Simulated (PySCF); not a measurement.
C₄H₃ClSi, SMILES C([SiH](Cl)C#C)#C.

Geometry: B3LYP-D3(BJ)/def2-SVP.

Computed with TDA-M06-2X/def2-SVPD (PySCF).

Vertical excitations. The molecule is in vacuum. State labels are in the subgroup Cs.

```
state  symmetry  energy (eV)  λ (nm)      f                                                                    main pairs
-----  --------  -----------  ------  -----  ----------------------------------------------------------------------------
S1           A"         5.41     229  0.000         HOMO−2→LUMO 26 %, HOMO→LUMO 21 %, HOMO→LUMO+1 14 %, HOMO−2→LUMO+1 7 %
S2           A'         5.50     225  0.000    HOMO−1→LUMO 28 %, HOMO−3→LUMO 11 %, HOMO−1→LUMO+1 11 %, HOMO−3→LUMO+1 10 %
S3           A"         6.24     199  0.008       HOMO→LUMO 39 %, HOMO−2→LUMO+1 27 %, HOMO−2→LUMO 11 %, HOMO−1→LUMO+3 9 %
S4           A"         6.30     197  0.000      HOMO→LUMO+1 39 %, HOMO−2→LUMO 28 %, HOMO−3→LUMO+3 8 %, HOMO−2→LUMO+1 7 %
S5           A'         6.40     194  0.008                        HOMO−1→LUMO 38 %, HOMO−3→LUMO+1 28 %, HOMO→LUMO+3 20 %
S6           A'         6.45     192  0.002     HOMO−3→LUMO 39 %, HOMO−1→LUMO+1 33 %, HOMO−2→LUMO+3 12 %, HOMO→LUMO+4 8 %
S7           A'         7.15     173  0.006                                                              HOMO−4→LUMO 77 %
S8           A"         7.36     168  0.055                                                              HOMO−5→LUMO 78 %
S9           A"         7.92     156  0.070   HOMO−2→LUMO+1 31 %, HOMO−1→LUMO+3 30 %, HOMO−3→LUMO+3 11 %, HOMO→LUMO+1 6 %
S10          A'         8.00     155  0.061  HOMO−1→LUMO+1 29 %, HOMO−3→LUMO+1 21 %, HOMO−3→LUMO 11 %, HOMO−2→LUMO+3 10 %
T1           A"         4.95     250      0        HOMO→LUMO 29 %, HOMO−2→LUMO+1 13 %, HOMO→LUMO+1 11 %, HOMO−2→LUMO 11 %
T2           A'         5.03     246      0     HOMO−1→LUMO 18 %, HOMO−3→LUMO 17 %, HOMO−1→LUMO+1 13 %, HOMO−2→LUMO+3 9 %
T3           A"         5.39     230      0         HOMO−2→LUMO 33 %, HOMO→LUMO 23 %, HOMO→LUMO+1 11 %, HOMO−1→LUMO+4 8 %
T4           A'         5.48     226      0    HOMO−1→LUMO 32 %, HOMO−3→LUMO 14 %, HOMO−1→LUMO+1 10 %, HOMO−2→LUMO+4 10 %
```
Triplets are in the Tamm–Dancoff approximation.
